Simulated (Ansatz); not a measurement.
C₂H₆GaNSi (`C#C[SiH](N)[GaH2]`) at its PBE0-D4/def2-TZVP geometry, where that method's forces vanish. Charge 0, multiplicity 1.

```xyz
11

C    -2.3972    0.5712   -1.0552
C    -1.4765    0.0704   -0.4524
Si    0.0176   -0.6199    0.3752
N     0.3452    0.0087    1.9426
Ga    1.7915   -0.0498   -1.1518
H    -3.2191    1.0053   -1.5773
H    -0.2426   -2.0747    0.5297
H    -0.2773   -0.2013    2.7077
H     0.7164    0.9412    2.0307
H     2.6114    1.2803   -0.9408
H     2.1305   -0.9313   -2.4084
```

Task: What forces (eV/Å) does ωB97M-V/def2-TZVPP give on these atoms in Ansatz 0.2.0? (Estimate.)

Result: Computed: 
```
C1   0.166 -0.097  0.114
C2  -0.363  0.188 -0.201
Si3  0.185 -0.221 -0.072
N4  -0.021  0.033  0.046
Ga5  0.012  0.003  0.001
H6   0.066 -0.035  0.040
H7   0.025  0.165 -0.014
H8   0.027  0.019 -0.013
H9  -0.007 -0.023  0.015
H10 -0.064 -0.111 -0.022
H11 -0.025  0.080  0.104
```
